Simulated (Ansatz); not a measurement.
`O[SiH2]S[SiH2][SiH3]` + CH₃OH → `OC[SiH2][SiH3]` + `O[SiH2]S`  (formal exchange of groups at the Si–S bond)

Program: Ansatz. Geometries: PBE0-D4/def2-TZVP. ΔE: electronic, gas phase. CCSD(T)/CBS adds triple-zeta CCSD(T) − MP2 to the extrapolated MP2 energy (def2 sets, frozen cores). This one scheme is used for every species. Functionals use def2-TZVPP. B3LYP here is the variant with VWN-RPA as its local correlation; programs differ in this. Each species was taken in one conformer, which may not be the lowest.

```csv
level,ΔE (kJ/mol)
ωB97M-V,78.2
PBE0,76.8
B3LYP,70.3
SCS-MP2/def2-QZVPP,84.1
```

(1) What does CCSD(T)/CBS give? (Best estimate.)

Largest T1 diagnostic among the species: 0.012.

## Answers

(1) Computed: +82.5 kJ/mol. The listed levels differ from it by -4.3, -5.7, -12.2, 1.6 kJ/mol.

The D4 term adds +9.7 kJ/mol with B3LYP and +5.5 kJ/mol with PBE0; it sums over pairs of atoms, weighted by their polarisabilities, and B3LYP, whose exchange is more repulsive, gets the larger term. From PBE to PBE0 (25 % exact exchange), in def2-TZVPP and without D4, ΔE moves by +5.0 kJ/mol.
